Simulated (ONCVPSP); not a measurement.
antimony (Sb): excitation energies, all-electron against ONCV

| Property | Result |
| --- | --- |
| Element | antimony (Sb) |
| Generator | ONCVPSP 4.0.1 |
| Type | optimised norm-conserving Vanderbilt (ONCV) |
| Functional | PBE |
| Relativity | scalar-relativistic |
| Frozen core | [Kr] |
| Valence charge | 15 |
| Reference configuration | 4d10 5s2 5p1 (charge +2) |
| Partial waves | 5s: rc 1.75 bohr, ncon 3, nbas 7, qcut 2.9 1/bohr, 3 projectors, debl 2.2 Ha; 5p: rc 2.30 bohr, ncon 4, nbas 7, qcut 3.8 1/bohr, 2 projectors, debl 2.3 Ha; 4d: rc 1.05 bohr, ncon 5, nbas 9, qcut 8.5 1/bohr, 3 projectors, debl 2.4 Ha |
| Local potential | polynomial inside 0.95 bohr (lpopt 5, dvloc0 3 Ha) |
| Core correction | Teter function, fcfact 5.75, rcfact 1.7 |

Energies are relative to the spin-unpolarised reference configuration 4d10 5s2 5p1; without spin polarisation the order of configurations can differ from experiment.

(1) Give the all-electron excitation energy and the error of the potential for: 4d10 5s2 5p3; 4d10 5s2 5p2; 4d10 5s2 5p0; 4d10 5s1 5p3.

Note: ghosts flagged at negative energy: p at -37.6 eV, d at -659.2 eV, s at -24.0 eV; GHOST(+) flagged for s at 234.8 eV. A true bound ghost makes a file unfit for plane-wave use.

Results:

(1)

| valence configuration | charge | ΔE all-electron (eV) | error AE − PS (meV) |
| --- | --- | --- | --- |
| 4d10 5s2 5p3 | 0 | -24.286 | -8.6 |
| 4d10 5s2 5p2 | +1 | -15.968 | -2.0 |
| 4d10 5s2 5p0 | +3 | 24.414 | -20 |
| 4d10 5s1 5p3 | +1 | -7.236 | -6.1 |
